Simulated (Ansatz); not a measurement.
Computed with Ansatz on PBE0-D4/def2-TZVP structures; ΔE is electronic, products minus reactants. CBS: MP2 limit from def2 TZ/QZ plus the TZ coupled-cluster correction, frozen cores. DFT in def2-TZVPP. B3LYP here is the variant with VWN-RPA as its local correlation; programs differ in this. For Se, Zn outer-core shells are correlated without core-valence functions, which leaves a few kJ/mol of doubt a bond. Scalar relativity is left out up to krypton. One conformer a species, not always the lowest.

Reaction (redistribution): `CC[SiH2][SeH]` + `[F][Zn][CH2][SiH3]` → `[SiH3]C[SiH2][SeH]` + `C[CH2][Zn][F]`

```tsv
level	ΔE (kJ/mol)
PBE-D4	8.2
B3LYP-D4	9.0
B2PLYP	12.1
PBE	9.8
CCSD(T)/def2-TZVPP	12.4
MP2/def2-QZVPP	11.8
HF/CBS(def2)	18.1
MP2/CBS(def2)	11.4
```

Problem. What does CCSD(T)/CBS give? (Estimate.)

Solution. Ansatz gave: +11.9 kJ/mol. The listed levels differ from it by -3.7, -2.9, 0.2, -2.1, 0.5, -0.1, 6.2, -0.5 kJ/mol.

Largest T1 diagnostic among the species: 0.015.

In def2-TZVPP, CCSD(T) changes the Hartree–Fock value by −5.1 kJ/mol (the triples alone add −0.6 kJ/mol) and MP2 by −5.7 kJ/mol.
